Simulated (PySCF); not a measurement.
C4H6FOSi (doublet state).
Geometry (GFN2-xTB, Å), atoms numbered from 1 in this order:
```
atom  x, y, z in Å
O1    -2.492   -1.365   -0.866
C2    -1.608   -0.631   -0.471
C3    -0.806    0.406   -1.036
C4    -0.032    0.605    0.198
Si5    1.809    0.082    0.015
F6     2.487    1.189   -0.934
C7    -0.931   -0.444    0.894
H8    -0.780    0.899   -1.990
H9    -0.053    1.616    0.613
H10    2.485    0.193    1.297
H11    1.946   -1.183   -0.682
H12   -1.599   -0.040    1.652
H13   -0.430   -1.324    1.292
```

The hyperfine couplings belong to this conformer and change with its torsions.

The species is `O=C1[CH][C@H]([SiH2]F)C1` [radical].

Level of theory: UKS B3LYP, pcH-1 on C F H O Si, non-relativistic, mean-field spin-orbit, GIAO in PySCF. Isolated species at its GFN2-xTB geometry (one conformer only). The geometry wasn't refined by DFT: couplings that depend on bond lengths, twists or pyramidal angles can differ widely from those at the functional's own minimum. Stability of the SCF solution: not tested.

(1) Give the principal g shifts and their parts.

(2) At 9.557 GHz, how far is the centre of the isotropic spectrum from where a free electron (g = 2.002319) resonates?

(3) What effective moment and Curie constant follow for a powder?

(4) In a frozen sample, at which fields do the three g values resonate at 9.5, 34, 94 and 263 GHz (hyperfine left aside), and which band first spreads them over more than twice a line width of 0.5 mT?

Answers

(1) 
```json
{"Δg (ppt)": "relativistic mass correction", "1": "-0.19", "2": "-0.19", "3": "-0.19"}
{"Δg (ppt)": "gauge correction", "1": "-0.01", "2": "0.03", "3": "0.03"}
{"Δg (ppt)": "orbital Zeeman/spin–orbit", "1": "0.05", "2": "1.24", "3": "6.18"}
{"Δg (ppt)": "total", "1": "-0.16", "2": "1.07", "3": "6.02"}
```

So g = 2.00216, 2.00339, 2.00834 and g_iso = 2.00463; the tensor is rhombic: the two nearest values differ by 20 % of g3 − g1. Axes: g2 points within 13° of the C3–H8 bond and g3 points within 13° of the O1–C2 bond.

(2) B = hν/(g μB) with μB/h = 13.99624 MHz/mT gives 341.02 mT for the free electron and 340.62 mT at g_iso, 0.39 mT lower.

(3) With the mean of g² = 4.0185 and S(S+1) = 0.75: μ_eff = √(⟨g²⟩S(S+1)) = 1.736 μB and χT = 0.12505·⟨g²⟩·S(S+1) = 0.377 cm³ K/mol (cgs; spin-Hamiltonian part alone).

(4) 
| band | GHz | B(g3) mT | B(g2) mT | B(g1) mT | spread mT |
| --- | --- | --- | --- | --- | --- |
| X | 9.5 | 337.97 | 338.80 | 339.01 | 1.04 |
| Q | 34.0 | 1209.57 | 1212.56 | 1213.30 | 3.73 |
| W | 94.0 | 3344.11 | 3352.36 | 3354.41 | 10.31 |
| J | 263.0 | 9356.38 | 9379.47 | 9385.22 | 28.84 |

The spread grows in proportion to the frequency. X band is the first where it exceeds 1.0 mT.

The largest Mulliken spin populations are on C3 (+0.76), O1 (+0.29) and C2 (-0.09). The angles at C3 add up to 360.0°, so it is planar; its axial dipolar tensor and the negative coupling of its proton fit spin in a p orbital normal to that plane.

The HOMO–LUMO gaps are 6.41 eV among the α and 3.35 eV among the β orbitals.
